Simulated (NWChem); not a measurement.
System: RbCl; SMILES [Rb][Cl]

NWChem printed, in part:

```
             Northwest Computational Chemistry Package (NWChem) 7.3.0
             --------------------------------------------------------

                             Geometry "geometry" -> ""
                             -------------------------

 Output coordinates in angstroms (scale by  1.889725989 to convert to a.u.)

  No.       Tag          Charge          X              Y              Z
 ---- ---------------- ---------- -------------- -------------- --------------
    1 Rb                  37.0000     0.00000000     0.00000000    -0.90305500
    2 Cl                  17.0000     0.00000000     0.00000000     1.91152500

 Effective nuclear repulsion energy (a.u.)     118.2600919572

 Summary of "ao basis" -> "ao basis" (spherical)
 ------------------------------------------------------------------------------
       Tag                 Description            Shells   Functions and Types
 ---------------- ------------------------------  ------  ---------------------
 Rb                        def2-tzvpd               13       33   6s4p3d
 Cl                        def2-tzvpd               16       46   6s6p3d1f

            General Information
            -------------------
          SCF calculation type: DFT
          Wavefunction type:  closed shell.
          No. of atoms     :     2
          No. of electrons :    26
           Alpha electrons :    13
            Beta electrons :    13
          Charge           :     0
          Spin multiplicity:     1
          Use of symmetry is: off; symmetry adaption is: off
          Maximum number of iterations: 150
          AO basis - number of functions:    79
                     number of shells:    29
          Convergence on energy requested:  1.00D-06
          Convergence on density requested:  1.00D-05
          Convergence on gradient requested:  5.00D-04

              XC Information
              --------------
                     Hartree-Fock (Exact) Exchange  1.000

      Superposition of Atomic Density Guess
      -------------------------------------

 Sum of atomic energies:        -486.94244224

      Non-variational initial energy
      ------------------------------

 Total energy =    -483.145317
 1-e energy   =    -731.475883
 2-e energy   =     219.564598
 HOMO         =      -0.444612
 LUMO         =      -0.047416

   convergence    iter        energy       DeltaE   RMS-Dens  Diis-err
 ---------------- ----- ----------------- --------- --------- ---------
 d= 0,ls=0.0,diis     1   -483.3573712605 -5.12D+02  6.62D-03  2.09D-01
 d= 0,ls=0.0,diis     2   -483.3910833792 -3.37D-02  1.82D-03  5.20D-02
 d= 0,ls=0.0,diis     3   -483.3955992107 -4.52D-03  3.54D-04  3.66D-04
 d= 0,ls=0.0,diis     4   -483.3956642812 -6.51D-05  1.08D-04  1.69D-05
 d= 0,ls=0.0,diis     5   -483.3956702557 -5.97D-06  2.51D-05  6.13D-07
 d= 0,ls=0.0,diis     6   -483.3956705310 -2.75D-07  3.88D-06  2.39D-08

         Total DFT energy =     -483.395670530995
      One electron energy =     -735.075214629093
           Coulomb energy =      254.018033960202
    Exchange-Corr. energy =      -31.104458176010
 Nuclear repulsion energy =       28.765968313906

 Numeric. integr. density =        0.000000000000

                       DFT Final Molecular Orbital Analysis
                       ------------------------------------

 Vector   11  Occ=2.000000D+00  E=-3.375721D-01
              MO Center= -1.9D-14, -1.6D-14,  1.8D+00, r^2= 1.6D+00
   Bfn.  Coefficient  Atom+Function         Bfn.  Coefficient  Atom+Function
  ----- ------------  ---------------      ----- ------------  ---------------
    51      0.508544  2 Cl pz                54      0.407773  2 Cl pz
    48      0.239218  2 Cl pz                42     -0.190397  2 Cl pz
     9      0.156511  1 Rb pz                 3      0.107321  1 Rb s
    45     -0.097740  2 Cl pz                57      0.063324  2 Cl pz
     2     -0.056746  1 Rb s                 12      0.053655  1 Rb pz

 Vector   12  Occ=2.000000D+00  E=-3.303190D-01
              MO Center=  1.1D-13, -1.2D-14,  1.9D+00, r^2= 1.4D+00
   Bfn.  Coefficient  Atom+Function         Bfn.  Coefficient  Atom+Function
  ----- ------------  ---------------      ----- ------------  ---------------
    49      0.496382  2 Cl px                52      0.393123  2 Cl px
    46      0.237263  2 Cl px                40     -0.187053  2 Cl px
    43     -0.096534  2 Cl px                50      0.080572  2 Cl py
    53      0.063811  2 Cl py                55      0.063753  2 Cl px
     7     -0.044797  1 Rb px                47      0.038512  2 Cl py

 Vector   13  Occ=2.000000D+00  E=-3.303190D-01
              MO Center=  3.4D-14,  7.9D-14,  1.9D+00, r^2= 1.4D+00
   Bfn.  Coefficient  Atom+Function         Bfn.  Coefficient  Atom+Function
  ----- ------------  ---------------      ----- ------------  ---------------
    50      0.496382  2 Cl py                53      0.393123  2 Cl py
    47      0.237263  2 Cl py                41     -0.187053  2 Cl py
    44     -0.096534  2 Cl py                49     -0.080572  2 Cl px
    52     -0.063811  2 Cl px                56      0.063753  2 Cl py
     8     -0.044797  1 Rb py                46     -0.038512  2 Cl px

 Vector   14  Occ=0.000000D+00  E=-1.138404D-02
              MO Center= -3.8D-13, -4.8D-13, -3.2D+00, r^2= 1.3D+01
   Bfn.  Coefficient  Atom+Function         Bfn.  Coefficient  Atom+Function
  ----- ------------  ---------------      ----- ------------  ---------------
     6      0.990100  1 Rb s                 18     -0.508954  1 Rb pz
     5     -0.123234  1 Rb s                  4     -0.110523  1 Rb s
     3     -0.106227  1 Rb s                  9      0.080908  1 Rb pz
    31      0.068088  1 Rb d  0               2      0.061736  1 Rb s
    15     -0.038975  1 Rb pz                54      0.033923  2 Cl pz

 Vector   15  Occ=0.000000D+00  E= 1.510188D-02
              MO Center= -3.1D-13, -3.8D-13, -2.9D+00, r^2= 2.4D+01
   Bfn.  Coefficient  Atom+Function         Bfn.  Coefficient  Atom+Function
  ----- ------------  ---------------      ----- ------------  ---------------
    16      0.947760  1 Rb px                32      0.495282  1 Rb d  1
    13     -0.201900  1 Rb px                17      0.157109  1 Rb py
    27      0.106713  1 Rb d  1              30     -0.082102  1 Rb d -1
     7     -0.071390  1 Rb px                55      0.046530  2 Cl px
    14     -0.033469  1 Rb py

[...]

                                NWChem TDDFT Module
                                -------------------

            General Information
            -------------------
           No. of orbitals :     158
            Alpha orbitals :      79
             Beta orbitals :      79
        Alpha frozen cores :       0
         Beta frozen cores :       0
     Alpha frozen virtuals :       0
      Beta frozen virtuals :       0
         Spin multiplicity :       1
    Number of AO functions :      79
        Use of symmetry is : off
      Symmetry adaption is : off
         Schwarz screening :  0.10D-07

              XC Information
              --------------
              Hartree-Fock (Exact) Exchange   1.00

             TDDFT Information
             -----------------
          Calculation type : CIS
         Wavefunction type : Restricted singlets
          No. of electrons :      26
           Alpha electrons :      13
            Beta electrons :      13
              No. of roots :       6
          Max subspacesize :    5200
            Max iterations :     100
               Target root :       1
           Target symmetry : none
      Symmetry restriction : off
                 Algorithm : Optimal
        Davidson threshold :  0.10D-03

    6 smallest eigenvalue differences (eV)
--------------------------------------------------------
  No. Spin  Occ  Vir  Irrep   E(Occ)    E(Vir)   E(Diff)
--------------------------------------------------------
    1    1   13   14 a        -0.330    -0.011     8.679
    2    1   12   14 a        -0.330    -0.011     8.679
    3    1   11   14 a        -0.338    -0.011     8.876
    4    1   13   15 a        -0.330     0.015     9.399
    5    1   13   16 a        -0.330     0.015     9.399
    6    1   12   15 a        -0.330     0.015     9.399
--------------------------------------------------------

  Entering Davidson iterations
  Restricted singlet excited states

  Iter   NTrls   NConv    DeltaV     DeltaE      Time
  ----  ------  ------  ---------  ---------  ---------
    1      6       0     0.36E-01   0.10+100        4.3
    2     12       0     0.32E-01   0.17E-01        4.4
    3     18       0     0.22E-01   0.29E-02        4.3
    4     24       0     0.11E-01   0.66E-03        4.6
    5     30       0     0.71E-02   0.75E-04        4.5
    6     36       0     0.70E-02   0.18E-03        4.5
    7     42       1     0.14E-01   0.13E-02        4.5
    8     47       4     0.39E-02   0.33E-03        4.3
    9     49       4     0.19E-02   0.12E-04        4.2
   10     51       4     0.34E-03   0.18E-05        4.2
   11     53       4     0.15E-03   0.12E-06        4.3
   12     55       6     0.80E-04   0.23E-07        4.4
  ----  ------  ------  ---------  ---------  ---------
  Convergence criterion met

  Ground state a        -483.395670530995 a.u.

  ----------------------------------------------------------------------------
  Root   1 singlet a              0.204599864 a.u.                5.5674 eV
  ----------------------------------------------------------------------------
     Transition Moments    X -0.11752   Y  0.44992   Z -0.00000
     Dipole Oscillator Strength                    0.0294951500
     Electric Quadrupole                           0.0000000744
     Magnetic Dipole                               0.0000003549
     Total Oscillator Strength                     0.0294955793

     Occ.   12  a   ---  Virt.   14  a        0.07737
     Occ.   13  a   ---  Virt.   14  a       -0.81565
     Occ.   13  a   ---  Virt.   17  a        0.35134
     Occ.   13  a   ---  Virt.   22  a       -0.37744
     Occ.   13  a   ---  Virt.   23  a       -0.10811
     Occ.   13  a   ---  Virt.   26  a       -0.10736
     Occ.   13  a   ---  Virt.   31  a       -0.06985
     Occ.   13  a   ---  Virt.   34  a       -0.16789
  ----------------------------------------------------------------------------
  Root   2 singlet a              0.204599864 a.u.                5.5674 eV
  ----------------------------------------------------------------------------
     Transition Moments    X -0.44992   Y -0.11752   Z -0.00000
     Dipole Oscillator Strength                    0.0294951500
     Electric Quadrupole                           0.0000000744
     Magnetic Dipole                               0.0000003549
     Total Oscillator Strength                     0.0294955793

     Occ.   12  a   ---  Virt.   14  a        0.81565
     Occ.   12  a   ---  Virt.   17  a       -0.35134
     Occ.   12  a   ---  Virt.   22  a        0.37744
     Occ.   12  a   ---  Virt.   23  a        0.10811
     Occ.   12  a   ---  Virt.   26  a        0.10736
     Occ.   12  a   ---  Virt.   31  a        0.06985
     Occ.   12  a   ---  Virt.   34  a        0.16789
     Occ.   13  a   ---  Virt.   14  a        0.07737
  ----------------------------------------------------------------------------
  Root   3 singlet a              0.211657941 a.u.                5.7595 eV
  ----------------------------------------------------------------------------
     Transition Moments    X  0.00000   Y  0.00000   Z -0.68675
     Dipole Oscillator Strength                    0.0665480599
     Electric Quadrupole                           0.0000000700
     Magnetic Dipole                               0.0000000000
     Total Oscillator Strength                     0.0665481299

     Occ.   11  a   ---  Virt.   14  a        0.82496
     Occ.   11  a   ---  Virt.   17  a       -0.33837
     Occ.   11  a   ---  Virt.   22  a        0.37770
     Occ.   11  a   ---  Virt.   23  a        0.11623
     Occ.   11  a   ---  Virt.   26  a        0.09959
     Occ.   11  a   ---  Virt.   31  a        0.08891
     Occ.   11  a   ---  Virt.   34  a        0.14623
  ----------------------------------------------------------------------------
  Root   4 singlet a              0.245209158 a.u.                6.6725 eV
  ----------------------------------------------------------------------------
     Transition Moments    X -0.00000   Y -0.00000   Z  0.00000
     Dipole Oscillator Strength                    0.0000000000
     Electric Quadrupole                           0.0000000780
     Magnetic Dipole                               0.0000000000
     Total Oscillator Strength                     0.0000000780

     Occ.   12  a   ---  Virt.   16  a       -0.55790
     Occ.   12  a   ---  Virt.   21  a       -0.36522
     Occ.   12  a   ---  Virt.   25  a       -0.09461
     Occ.   12  a   ---  Virt.   29  a       -0.16028
     Occ.   12  a   ---  Virt.   32  a       -0.12649
     Occ.   13  a   ---  Virt.   15  a       -0.55791
     Occ.   13  a   ---  Virt.   20  a        0.36520
     Occ.   13  a   ---  Virt.   24  a       -0.09462
     Occ.   13  a   ---  Virt.   30  a       -0.16031
     Occ.   13  a   ---  Virt.   33  a       -0.12651
  ----------------------------------------------------------------------------
  Root   5 singlet a              0.245209162 a.u.                6.6725 eV
  ----------------------------------------------------------------------------
     Transition Moments    X -0.00000   Y  0.00000   Z  0.00000
     Dipole Oscillator Strength                    0.0000000000
     Electric Quadrupole                           0.0000000780
     Magnetic Dipole                               0.0000000000
     Total Oscillator Strength                     0.0000000780

     Occ.   12  a   ---  Virt.   15  a       -0.55791
     Occ.   12  a   ---  Virt.   20  a        0.36516
     Occ.   12  a   ---  Virt.   24  a       -0.09467
     Occ.   12  a   ---  Virt.   30  a       -0.16029
     Occ.   12  a   ---  Virt.   33  a       -0.12653
     Occ.   13  a   ---  Virt.   16  a        0.55791
     Occ.   13  a   ---  Virt.   21  a        0.36516
     Occ.   13  a   ---  Virt.   25  a        0.09467
     Occ.   13  a   ---  Virt.   29  a        0.16029
     Occ.   13  a   ---  Virt.   32  a        0.12653
  ----------------------------------------------------------------------------
  Root   6 singlet a              0.246679787 a.u.                6.7125 eV
  ----------------------------------------------------------------------------
     Transition Moments    X  0.00000   Y -0.00000   Z -0.00000
     Dipole Oscillator Strength                    0.0000000000
     Electric Quadrupole                           0.0000000000
     Magnetic Dipole                               0.0000000000
     Total Oscillator Strength                     0.0000000000

     Occ.   12  a   ---  Virt.   16  a        0.56736
     Occ.   12  a   ---  Virt.   21  a        0.35811
     Occ.   12  a   ---  Virt.   25  a        0.09322
     Occ.   12  a   ---  Virt.   29  a        0.15467
     Occ.   12  a   ---  Virt.   32  a        0.12180
     Occ.   13  a   ---  Virt.   15  a       -0.56734
     Occ.   13  a   ---  Virt.   20  a        0.35815
     Occ.   13  a   ---  Virt.   24  a       -0.09323
     Occ.   13  a   ---  Virt.   30  a       -0.15461
     Occ.   13  a   ---  Virt.   33  a       -0.12177

              Target root =      1
          Target symmetry = none
      Ground state energy =   -483.395670530995
        Excitation energy =      0.204599863631
     Excited state energy =   -483.191070667364

  stored tddft:energy   -483.19107066736382
```

Level: Hartree-Fock/def2-TZVPD with def2 effective core potentials on Rb, CIS. All runs use the structure optimised with PBE0/def2-SVP. def2 effective core potentials on Rb; no spin-orbit coupling.

Task: Reconstruct the input file.

Result: This is not unique; one that fits is the input that was run:
```
start job
memory heap 200 mb stack 900 mb global 1100 mb
geometry units angstroms noautosym nocenter noautoz
  Rb     0.000000     0.000000    -0.903055
  Cl     0.000000     0.000000     1.911525
end
basis spherical
  * library def2-tzvpd
end
ecp
  Rb library def2-ecp
end
dft
  xc hfexch
  iterations 150
end
tddft
  cis
  nroots 6
  notriplet
end
task tddft energy
```
